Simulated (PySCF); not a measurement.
IPb, charge +1, multiplicity 1. Atoms are numbered in the order given.

```xyz
2

Pb     0.0000     0.0000    -1.0515
I      0.0000     0.0000     1.6269
```
Charge +1, spin multiplicity 1.

The structure is a stationary point at r2SCAN-D4/def2-TZVP. The spin state was assumed, not searched. The def2 effective core potentials stand for the cores of I, Pb; spin–orbit coupling is left out.

These are C-PCM-M06-2X/def2-SVP (PySCF) values and carry that method's errors.

The values are the electrostatic part of the solvation free energy, E(continuum) − E(gas) at the gas-phase geometry, in a cavity of scaled van der Waals radii (PySCF's table); cavitation and dispersion terms are not included. A continuum can't describe solvent molecules that bind to the metal. In vacuum the orbital gap is 6.28 eV.

Estimate the values in water (ε = 78.36), N,N-dimethylformamide (ε = 37.22), acetonitrile (ε = 35.69). (The exact figures need the calculation; the answer reports its results.)


| solvent | ε | ΔG(elec) (kcal/mol) | gap (eV) |
|---|---|---|---|
| water | 78.36 | -71.0 | 6.99 |
| N,N-dimethylformamide | 37.22 | -69.9 | 6.97 |
| acetonitrile | 35.69 | -69.8 | 6.97 |
